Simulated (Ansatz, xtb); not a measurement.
**GaH7O4Si: which of two structures lies lower**

We compare X, `O[SiH](O)[O][GaH2-][OH2+]`, a singlet, with Y, a singlet given by its coordinates. Both are isolated molecules in the gas phase, relaxed with PBE0-D4/def2-SVP; the shapes shown needn't be the lowest conformers.

X (Å):

```xyz
13

Ga   -0.0927   -1.4231   -1.3248
O     1.3375   -0.8738    0.0886
O    -1.5008   -1.2669   -0.1223
O    -2.4614    1.2271    0.6498
O    -0.3324    0.2280    1.7485
Si   -1.8245   -0.2447    1.0755
H     1.7311   -1.6423    0.5192
H     0.2989   -2.9243   -1.5597
H    -0.0374   -0.2442   -2.3545
H    -2.6555   -0.8933    2.1186
H    -3.2592    1.2271    0.1138
H     0.8377   -0.3801    0.8030
H    -0.3027    1.1494    2.0317
```

Y (Å):

```
atom    x (Å)    y (Å)    z (Å)
  Ga   0.2357   0.9244   0.9039
   O   0.8686  -0.7902   0.4980
   O  -0.9146   1.1237   2.2519
   O   1.4143   2.2169   0.5612
   O  -0.6869   0.4304  -0.7768
  Si  -0.0127  -1.0996  -1.3776
   H   1.8207  -0.9346   0.5176
   H  -1.3601   0.3107   2.5082
   H   1.3503   2.9562   1.1733
   H  -1.2844   0.9113  -1.3590
   H  -0.7879  -0.9950  -2.6803
   H  -0.5604  -2.3482  -0.7838
   H   1.3924  -1.1289  -1.8789
```

Close contacts (Å): Ga1–O2 1.87, Ga1–O3 1.78, Ga1–O4 1.78, Ga1–O5 1.98, O2–Si6 2.10, O5–Si6 1.78, O2–H7 0.96, O3–H8 0.96, O4–H9 0.96, O5–H10 0.96, Si6–H11 1.52, Si6–H12 1.49, Si6–H13 1.49.

Question: Which of the two would you expect CCSD(T)/def2-SVP + ΔMP2/def2-TZVPP electronic energies to favour?

Answer: Structure X; the calculation gives E(Y) − E(X) = +155.5 kJ/mol.

The same difference at several levels:

```csv
level,geometry,E(Y) − E(X) (kJ/mol),departure from the last row (kJ/mol),"job, with rough time for the two"
PBE0-D4/def2-SVP,PBE0-D4/def2-SVP,+143.5,−12.0,"optimisation, 3.2 min"
HF/def2-SVP,PBE0-D4/def2-SVP,+149.5,−6.1,part of the CCSD(T) run
MP2/def2-SVP,PBE0-D4/def2-SVP,+130.3,−25.2,part of the CCSD(T) run
CCSD(T)/def2-SVP,PBE0-D4/def2-SVP,+129.1,−26.4,single point
CCSD(T)/def2-SVP + ΔMP2/def2-TZVPP,PBE0-D4/def2-SVP,+155.5,,"single point, 49 s"
```

The levels shown agree on the order. The largest departure from CCSD(T)/def2-SVP + ΔMP2/def2-TZVPP is that of CCSD(T)/def2-SVP, 26.4 kJ/mol. Levels run at GFN2-xTB geometries aren't shown. The last row adds to CCSD(T) the change of the MP2 difference between the two basis sets, here +26.4 kJ/mol, a large step that makes the value less sure.

With thermal terms from frequencies at re-optimised GFN2-xTB minima (ideal gas, soft modes damped towards free rotors, one conformer each, 298.15 K, 1 atm): on the last row, ΔE + ΔZPE = +153.7, ΔH = +157.1, ΔG = +149.0 kJ/mol.

The correlated steps freeze 18 core orbitals; the filled d shell of Ga is correlated, in a basis made for valence electrons. Run with Ansatz 0.2.0, xtb 6.7.1; the last row on 2 threads of Intel(R) Xeon(R) 6975P-C (Granite Rapids) on a shared host.
